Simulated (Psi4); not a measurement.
Computed with SAPT0/jun-cc-pVDZ, frozen core (Psi4).

Psi4 input:

```
molecule {
0 1
C 0.76020424 0.05105403 0.04291175
C -0.76020425 -0.05105409 -0.04291173
H 1.07640262 0.47189957 0.99944403
H 1.16028404 0.69027669 -0.74663042
H 1.23013426 -0.92935518 -0.05713121
H -1.16027853 -0.69032800 0.74659185
H -1.23013726 0.92934719 0.05719495
H -1.07640511 -0.47184020 -0.99946923
--
0 1
C 0.23981958 -3.59936814 -1.29686934
F 1.48558394 -3.57940077 -0.68204972
H 0.25468914 -2.91316387 -2.14465075
H -0.51415065 -3.28602177 -0.57362168
H 0.03284369 -4.61416256 -1.63910150
units angstrom
symmetry c1
no_reorient
no_com
}
set basis jun-cc-pvdz
set scf_type df
set freeze_core true
energy('sapt0')
```

Part of the output:

```
    SAPT Results
  --------------------------------------------------------------------------------------------------------
    Electrostatics                 -0.70285282 [mEh]      -0.44104680 [kcal/mol]      -1.84533983 [kJ/mol]
      Elst10,r                     -0.70285282 [mEh]      -0.44104680 [kcal/mol]      -1.84533983 [kJ/mol]

    Exchange                        1.56240600 [mEh]       0.98042456 [kcal/mol]       4.10209637 [kJ/mol]
      Exch10                        1.56240600 [mEh]       0.98042456 [kcal/mol]       4.10209637 [kJ/mol]
      Exch10(S^2)                   1.56148273 [mEh]       0.97984521 [kcal/mol]       4.09967235 [kJ/mol]

    Induction                      -0.21482829 [mEh]      -0.13480679 [kcal/mol]      -0.56403161 [kJ/mol]
      Ind20,r                      -0.41301425 [mEh]      -0.25917035 [kcal/mol]      -1.08436875 [kJ/mol]
      Exch-Ind20,r                  0.28631264 [mEh]       0.17966389 [kcal/mol]       0.75171373 [kJ/mol]
      delta HF,r (2)               -0.08812669 [mEh]      -0.05530033 [kcal/mol]      -0.23137659 [kJ/mol]

    Dispersion                     -1.44711843 [mEh]      -0.90808052 [kcal/mol]      -3.79940891 [kJ/mol]
      Disp20                       -1.55206038 [mEh]      -0.97393259 [kcal/mol]      -4.07493397 [kJ/mol]
      Exch-Disp20                   0.10494195 [mEh]       0.06585207 [kcal/mol]       0.27552506 [kJ/mol]
      Disp20 (SS)                  -0.77603019 [mEh]      -0.48696630 [kcal/mol]      -2.03746698 [kJ/mol]
      Disp20 (OS)                  -0.77603019 [mEh]      -0.48696630 [kcal/mol]      -2.03746698 [kJ/mol]
      Exch-Disp20 (SS)              0.05878772 [mEh]       0.03688985 [kcal/mol]       0.15434714 [kJ/mol]
      Exch-Disp20 (OS)              0.04615423 [mEh]       0.02896222 [kcal/mol]       0.12117792 [kJ/mol]

  Total HF                          0.64472488 [mEh]       0.40457097 [kcal/mol]       1.69272493 [kJ/mol]
  Total SAPT0                      -0.80239355 [mEh]      -0.50350955 [kcal/mol]      -2.10668398 [kJ/mol]
```
